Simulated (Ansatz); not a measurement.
Harmonic frequencies (cm⁻¹) at PBE0-D4/def2-TZVP from Ansatz: 130, 164, 208, 223, 292, 345, 432, 627, 851, 912, 1012, 1055, 1059, 1074, 1146, 1354, 1400, 1411, 1461, 1471, 1472, 1484, 1734, 3044, 3052, 3096, 3114, 3137, 3151, 3181.

**Question.** Which molecule is it?
A. `C/C=N/C(C)=O`
B. `CC1C=C1F`
C. `C/C=C(\C)I`
D. `[SiH3]/C=C1C=N\1`

**Answer.** C.
